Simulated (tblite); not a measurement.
A geometry optimisation, step by step.

Compound: C5H9F3SeSi.
Bonds: C1–C2 (double), C2–C3, C2–C4, C4–F5, C4–F6, C4–C7, C7–Se8, Se8–Si9, Si9–F10. Hydrogens: H11, H12 on C1; H13, H14, H15 on C3; H16, H17 on C7; H18, H19 on Si9.

Computed with GFN2-xTB (tblite), gas phase: L-BFGS steps from a force-field or distance-geometry start until the largest atomic force falls under 0.01 eV/Å. 9 of its 133 geometries are shown.

Step 0: E = -937.3541 eV, largest atomic force 2.007 eV/Å
```
atom  x, y, z in Å  |  force x, y, z in eV/Å
C1     -1.631    1.173    1.004   -0.025   0.532   0.480
C2     -1.393    0.540   -0.138   -1.383   0.481   1.349
C3     -2.420   -0.473   -0.551    0.233   0.457  -1.780
C4     -0.168    0.777   -0.960   -0.696  -0.165   0.044
F5      0.603    1.777   -0.362   -0.443  -0.830  -1.128
F6     -0.507    1.134   -2.255    0.344   0.528   0.560
C7      0.573   -0.525   -1.046    1.999   0.172  -0.039
Se8     1.022   -1.027    0.804   -0.119  -0.742   0.551
Si9     3.147   -0.369    1.308    0.107   0.198   0.764
F10     3.335   -0.562    2.958   -0.208   0.210  -1.886
H11    -0.967    1.929    1.424   -0.303  -0.292  -0.179
H12    -2.554    0.953    1.557    0.743   0.203  -0.233
H13    -1.883   -1.400   -0.764   -0.570  -0.190   0.253
H14    -2.802   -0.098   -1.547   -0.065  -0.587   0.947
H15    -3.236   -0.587    0.183    0.682   0.029  -0.579
H16     0.024   -1.352   -1.492   -0.118   0.294   0.006
H17     1.510   -0.370   -1.619   -0.300  -0.155   0.203
H18     3.231    1.032    0.899    0.118  -0.110   0.347
H19     4.105   -1.203    0.588    0.003  -0.030   0.321
```

Step 16: E = -937.9723 eV, largest atomic force 0.124 eV/Å
```
atom  x, y, z in Å  |  force x, y, z in eV/Å
C1     -1.641    1.225    1.046    0.007  -0.014  -0.069
C2     -1.462    0.545   -0.077    0.001  -0.046  -0.006
C3     -2.433   -0.459   -0.616    0.015   0.019   0.017
C4     -0.204    0.718   -0.900   -0.021   0.030   0.073
F5      0.558    1.743   -0.421    0.076   0.029  -0.005
F6     -0.511    1.100   -2.185   -0.020  -0.045   0.060
C7      0.653   -0.541   -0.971   -0.016   0.041  -0.016
Se8     1.060   -1.250    0.819   -0.105  -0.055   0.037
Si9     3.111   -0.348    1.196    0.038   0.005   0.001
F10     3.287   -0.528    2.776    0.029  -0.010   0.033
H11    -0.921    1.950    1.388   -0.076  -0.054   0.041
H12    -2.524    1.073    1.645    0.086   0.060  -0.028
H13    -1.948   -1.427   -0.753   -0.077   0.023   0.069
H14    -2.809   -0.134   -1.586    0.006   0.007   0.008
H15    -3.265   -0.574    0.073    0.020   0.000  -0.065
H16     0.101   -1.299   -1.526    0.097  -0.044  -0.004
H17     1.590   -0.321   -1.478    0.024   0.029  -0.086
H18     3.213    1.080    0.955   -0.061  -0.076  -0.049
H19     4.135   -1.204    0.607   -0.022   0.101  -0.012
```

Step 33: E = -937.9999 eV, largest atomic force 0.074 eV/Å
```
atom  x, y, z in Å  |  force x, y, z in eV/Å
C1     -1.631    1.229    1.053    0.004  -0.001   0.006
C2     -1.446    0.529   -0.054    0.005  -0.011   0.008
C3     -2.438   -0.443   -0.610    0.006   0.004   0.016
C4     -0.187    0.688   -0.876   -0.023   0.022   0.017
F5      0.577    1.722   -0.415    0.024  -0.006   0.012
F6     -0.523    1.066   -2.155    0.055  -0.029  -0.012
C7      0.691   -0.557   -0.963   -0.043   0.046  -0.039
Se8     1.051   -1.334    0.808   -0.014  -0.039   0.032
Si9     3.070   -0.357    1.187    0.008   0.000  -0.017
F10     3.321   -0.532    2.756   -0.010   0.018   0.007
H11    -0.902    1.930    1.419    0.021   0.009  -0.003
H12    -2.531    1.122    1.631   -0.002  -0.021   0.014
H13    -2.007   -1.442   -0.673    0.002   0.014   0.019
H14    -2.739   -0.136   -1.611    0.005  -0.023  -0.010
H15    -3.313   -0.482    0.032   -0.011   0.003  -0.024
H16     0.193   -1.312   -1.570   -0.029   0.003   0.003
H17     1.637   -0.286   -1.431    0.025  -0.014  -0.041
H18     3.028    1.065    0.905    0.008  -0.020   0.025
H19     4.140   -1.120    0.558   -0.034   0.048  -0.013
```

Step 50: E = -938.0185 eV, largest atomic force 0.073 eV/Å
```
atom  x, y, z in Å  |  force x, y, z in eV/Å
C1     -1.579    1.213    1.077    0.019  -0.007  -0.019
C2     -1.409    0.545   -0.052   -0.007  -0.071   0.017
C3     -2.401   -0.426   -0.609   -0.061  -0.033  -0.002
C4     -0.145    0.685   -0.865   -0.008  -0.036   0.016
F5      0.659    1.671   -0.367    0.000  -0.013  -0.039
F6     -0.446    1.110   -2.138    0.021  -0.013   0.024
C7      0.663   -0.603   -0.981    0.010  -0.004  -0.012
Se8     1.039   -1.426    0.771   -0.013   0.065  -0.004
Si9     2.978   -0.304    1.176    0.006   0.012  -0.025
F10     3.288   -0.534    2.729    0.000  -0.024  -0.041
H11    -0.838    1.899    1.448   -0.017   0.007   0.030
H12    -2.472    1.086    1.664    0.026   0.036  -0.015
H13    -2.042   -1.450   -0.491    0.038   0.006   0.019
H14    -2.573   -0.246   -1.668    0.037   0.033  -0.020
H15    -3.342   -0.336   -0.078   -0.051   0.007   0.021
H16     0.104   -1.328   -1.571   -0.021   0.021  -0.010
H17     1.610   -0.390   -1.477    0.011   0.007  -0.033
H18     2.835    1.125    0.986    0.012  -0.017   0.045
H19     4.061   -0.940    0.438   -0.002   0.023   0.049
```

Step 66: E = -938.0275 eV, largest atomic force 0.063 eV/Å
```
atom  x, y, z in Å  |  force x, y, z in eV/Å
C1     -1.550    1.216    1.083    0.019  -0.027   0.007
C2     -1.393    0.538   -0.042   -0.009   0.000  -0.010
C3     -2.397   -0.423   -0.599   -0.002  -0.012   0.001
C4     -0.137    0.664   -0.872    0.000   0.003  -0.025
F5      0.693    1.633   -0.387    0.004  -0.010   0.036
F6     -0.452    1.109   -2.134   -0.039   0.002  -0.045
C7      0.643   -0.635   -1.020    0.043  -0.018   0.043
Se8     1.056   -1.433    0.736   -0.022  -0.007  -0.033
Si9     2.953   -0.261    1.185    0.041   0.019   0.002
F10     3.280   -0.617    2.711   -0.006  -0.020  -0.004
H11    -0.797    1.881    1.466   -0.006   0.020  -0.035
H12    -2.448    1.113    1.668    0.012  -0.003  -0.009
H13    -2.086   -1.448   -0.392    0.016  -0.013   0.026
H14    -2.478   -0.305   -1.677   -0.044   0.027  -0.008
H15    -3.368   -0.263   -0.141    0.001   0.016  -0.008
H16     0.052   -1.351   -1.591   -0.004   0.011   0.052
H17     1.576   -0.442   -1.550    0.019   0.022  -0.007
H18     2.782    1.176    1.134   -0.014  -0.022   0.021
H19     4.061   -0.803    0.412   -0.009   0.012  -0.004
```

Step 82: E = -938.0350 eV, largest atomic force 0.075 eV/Å
```
atom  x, y, z in Å  |  force x, y, z in eV/Å
C1     -1.516    1.222    1.066    0.003   0.016  -0.004
C2     -1.383    0.534   -0.056   -0.013  -0.004   0.017
C3     -2.412   -0.418   -0.583    0.011   0.001  -0.012
C4     -0.133    0.647   -0.898    0.001  -0.003  -0.002
F5      0.703    1.617   -0.422    0.006   0.005   0.011
F6     -0.454    1.081   -2.163   -0.027  -0.006  -0.001
C7      0.648   -0.652   -1.040    0.013  -0.027  -0.011
Se8     1.095   -1.456    0.702   -0.017   0.009  -0.027
Si9     2.945   -0.237    1.218   -0.071   0.019   0.014
F10     3.311   -0.761    2.686    0.024  -0.002   0.001
H11    -0.757    1.897    1.418    0.010  -0.003   0.007
H12    -2.402    1.131    1.670    0.008   0.000  -0.018
H13    -2.155   -1.442   -0.306    0.033   0.001   0.009
H14    -2.466   -0.362   -1.668   -0.023   0.020  -0.008
H15    -3.386   -0.186   -0.162    0.023  -0.008  -0.005
H16     0.042   -1.374   -1.586   -0.031  -0.021   0.004
H17     1.562   -0.462   -1.603    0.034   0.009   0.036
H18     2.686    1.181    1.347   -0.006   0.011   0.022
H19     4.064   -0.610    0.372    0.023  -0.017  -0.035
```

Step 99: E = -938.0577 eV, largest atomic force 0.056 eV/Å
```
atom  x, y, z in Å  |  force x, y, z in eV/Å
C1     -1.420    1.265    1.027   -0.005   0.027  -0.021
C2     -1.334    0.550   -0.083    0.003  -0.015   0.003
C3     -2.382   -0.408   -0.556   -0.015  -0.028  -0.001
C4     -0.098    0.608   -0.951    0.014  -0.010   0.008
F5      0.771    1.573   -0.518    0.004  -0.017   0.013
F6     -0.430    1.009   -2.222   -0.006  -0.023   0.010
C7      0.655   -0.713   -1.051    0.009   0.005  -0.003
Se8     1.016   -1.498    0.717   -0.009  -0.033  -0.028
Si9     2.780   -0.181    1.286    0.024  -0.010   0.001
F10     3.481   -0.963    2.496   -0.014   0.004  -0.016
H11    -0.632    1.926    1.341   -0.004   0.022   0.006
H12    -2.292    1.217    1.655   -0.007  -0.017  -0.007
H13    -2.090   -1.425   -0.285   -0.013   0.012  -0.034
H14    -2.499   -0.357   -1.638    0.017   0.019   0.050
H15    -3.337   -0.192   -0.084    0.047   0.012  -0.004
H16     0.063   -1.430   -1.620   -0.020   0.019   0.026
H17     1.604   -0.544   -1.564   -0.004  -0.007  -0.011
H18     2.390    1.099    1.845    0.000   0.004  -0.020
H19     3.744   -0.188    0.198   -0.022   0.035   0.029
```

Step 116: E = -938.0685 eV, largest atomic force 0.060 eV/Å
```
atom  x, y, z in Å  |  force x, y, z in eV/Å
C1     -1.378    1.302    1.010    0.021   0.001  -0.004
C2     -1.281    0.547   -0.072   -0.030  -0.001  -0.032
C3     -2.345   -0.397   -0.533   -0.021  -0.026  -0.001
C4     -0.052    0.569   -0.952   -0.001  -0.001   0.019
F5      0.854    1.500   -0.520    0.018   0.008   0.029
F6     -0.388    0.995   -2.214    0.008  -0.023   0.012
C7      0.653   -0.776   -1.074   -0.010   0.000  -0.003
Se8     1.027   -1.578    0.682   -0.007  -0.020  -0.017
Si9     2.680   -0.149    1.307   -0.018   0.057   0.000
F10     3.536   -0.987    2.369    0.026  -0.007   0.024
H11    -0.601    1.982    1.311    0.041  -0.005   0.003
H12    -2.253    1.261    1.635   -0.001   0.013  -0.031
H13    -2.058   -1.423   -0.297   -0.008  -0.003  -0.018
H14    -2.490   -0.313   -1.609    0.012  -0.011   0.008
H15    -3.284   -0.180   -0.032    0.012  -0.002   0.019
H16     0.023   -1.470   -1.629   -0.024   0.010   0.008
H17     1.597   -0.648   -1.607   -0.016   0.042  -0.016
H18     2.192    1.004    2.037   -0.013  -0.012   0.001
H19     3.557    0.111    0.181    0.010  -0.020  -0.001
```

Step 132: E = -938.0722 eV, largest atomic force 0.009 eV/Å
```
atom  x, y, z in Å  |  force x, y, z in eV/Å
C1     -1.364    1.314    1.001    0.003   0.001   0.001
C2     -1.273    0.543   -0.070    0.001  -0.004   0.003
C3     -2.343   -0.398   -0.526    0.001   0.000   0.001
C4     -0.038    0.554   -0.941   -0.001  -0.002  -0.001
F5      0.880    1.466   -0.489    0.004  -0.001  -0.003
F6     -0.361    1.005   -2.198    0.000   0.000  -0.002
C7      0.649   -0.795   -1.089    0.000   0.000  -0.001
Se8     1.060   -1.616    0.650   -0.002  -0.001  -0.004
Si9     2.658   -0.135    1.311   -0.001   0.001  -0.003
F10     3.553   -0.958    2.355   -0.004  -0.001   0.008
H11    -0.573    1.980    1.298    0.005   0.007   0.001
H12    -2.246    1.303    1.616   -0.001  -0.005   0.002
H13    -2.055   -1.426   -0.303   -0.001   0.000   0.000
H14    -2.498   -0.307   -1.599   -0.002  -0.001  -0.005
H15    -3.274   -0.183   -0.012    0.000  -0.002   0.009
H16    -0.005   -1.479   -1.630    0.002   0.004  -0.004
H17     1.576   -0.664   -1.649    0.000   0.000  -0.001
H18     2.112    0.970    2.073   -0.002   0.003   0.000
H19     3.531    0.175    0.196    0.000   0.000   0.000
```

Problem. Summarise the path.

Solution. The energy falls by 0.7182 eV from step 0 to step 132; nine tenths of that is first reached at step 34. It falls at every step. The largest force goes from 2.007 to 0.009 eV/Å. Among the bonds Si9–F10 changes most, from 1.671 to 1.603 Å; the atoms move by 0.643 Å rms after alignment.

Problem. Follow the three bonds and two angles with the largest change from start to end.

Solution. 
| step | E above end (eV) | largest force (eV/Å) | Si9–F10 (Å) | C3–H14 (Å) | C4–F5 (Å) | C7–Se8–Si9 (°) | C1–C2–C3 (°) |
| --- | --- | --- | --- | --- | --- | --- | --- |
| 0 | 0.7182 | 2.007 | 1.671 | 1.131 | 1.398 | 110.3 | 115.8 |
| 6 | 0.1727 | 0.345 | 1.610 | 1.093 | 1.362 | 104.0 | 121.7 |
| 11 | 0.1242 | 0.180 | 1.600 | 1.088 | 1.368 | 102.0 | 122.8 |
| 17 | 0.0968 | 0.118 | 1.599 | 1.091 | 1.365 | 100.9 | 124.5 |
| 23 | 0.0829 | 0.092 | 1.601 | 1.089 | 1.365 | 99.5 | 124.9 |
| 29 | 0.0758 | 0.111 | 1.600 | 1.090 | 1.366 | 98.5 | 124.4 |
| 34 | 0.0716 | 0.084 | 1.599 | 1.090 | 1.366 | 98.1 | 124.2 |
| 40 | 0.0659 | 0.066 | 1.600 | 1.088 | 1.365 | 97.0 | 123.4 |
| 46 | 0.0592 | 0.080 | 1.600 | 1.091 | 1.366 | 97.0 | 123.9 |
| 52 | 0.0520 | 0.189 | 1.599 | 1.090 | 1.367 | 96.6 | 124.4 |
| 57 | 0.0492 | 0.054 | 1.600 | 1.089 | 1.366 | 97.1 | 124.5 |
| 63 | 0.0466 | 0.059 | 1.600 | 1.089 | 1.366 | 97.6 | 124.6 |
| 69 | 0.0423 | 0.051 | 1.601 | 1.087 | 1.366 | 98.8 | 124.2 |
| 75 | 0.0398 | 0.050 | 1.601 | 1.089 | 1.366 | 99.4 | 124.2 |
| 80 | 0.0381 | 0.042 | 1.602 | 1.088 | 1.367 | 99.3 | 124.1 |
| 86 | 0.0345 | 0.053 | 1.601 | 1.088 | 1.368 | 99.6 | 124.1 |
| 92 | 0.0258 | 0.129 | 1.605 | 1.088 | 1.367 | 98.9 | 124.3 |
| 98 | 0.0150 | 0.085 | 1.605 | 1.090 | 1.369 | 97.8 | 124.5 |
| 103 | 0.0118 | 0.068 | 1.602 | 1.087 | 1.369 | 97.1 | 124.4 |
| 109 | 0.0084 | 0.048 | 1.603 | 1.088 | 1.368 | 97.0 | 124.3 |
| 115 | 0.0044 | 0.075 | 1.601 | 1.089 | 1.369 | 97.1 | 124.2 |
| 121 | 0.0016 | 0.063 | 1.603 | 1.089 | 1.371 | 97.4 | 124.2 |
| 126 | 0.0003 | 0.031 | 1.602 | 1.089 | 1.370 | 97.7 | 124.2 |
| 132 | 0.0000 | 0.009 | 1.603 | 1.089 | 1.371 | 97.6 | 124.3 |

The cost below is that of the whole relaxation. The run took 1.3 s on one thread, Arm Neoverse V1 (aarch64) (shared host).
